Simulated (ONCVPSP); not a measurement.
nitrogen (N): ONCV pseudisation with PBE, scalar-relativistic reference atom.

nitrogen (N), optimised norm-conserving Vanderbilt (ONCV), made with ONCVPSP 4.0.1 (PBE, scalar-relativistic). Core [He], reference 2s2 2p3. Waves: 2s: rc 1.00 bohr, ncon 4, nbas 7, qcut 5.4 1/bohr, 2 projectors, debl 2.1 Ha; 2p: rc 1.70 bohr, ncon 3, nbas 7, qcut 9.3 1/bohr, 3 projectors, debl 3.1 Ha; d scattering state at 0.4 Ha: rc 1.00 bohr, ncon 4, nbas 7, qcut 9.2 1/bohr, local. Local part: the d channel. Core correction: Teter function, fcfact 4, rcfact 1.55.

All-electron outer shells of the reference configuration (PBE, scalar-relativistic, ld1.x):

```
shell  level (eV)  outermost node (bohr)  outermost maximum (bohr)
   1s     -384.72                      –                      0.15
   2s      -18.58                   0.32                      1.02
   2p       -7.09                      –                      0.98
```

(1) Estimate the cutoffs (Ha) at which the residual kinetic energy of the hardest occupied pseudo-wave falls to 1 and 0.1 mHa per electron.

(2) What does a ghost test show?

(3) Which valence shell sets the plane-wave cutoff?

(4) Tests: 2s2 2p2; 2s2 2p1; 2s2 2p0; 2s1 2p3. Which has the largest error in its energy relative to the reference configuration, and how large is it?

Results:

(1) 92 Ha and 119 Ha.

(2) No bound ghost flagged; no localised positive-energy state flagged.

(3) 2s: 92 Ha for 1 mHa per electron, against 24 Ha for 2p.

(4) 2s2 2p0, with +778 meV (all-electron minus pseudo) on +89.53 eV.
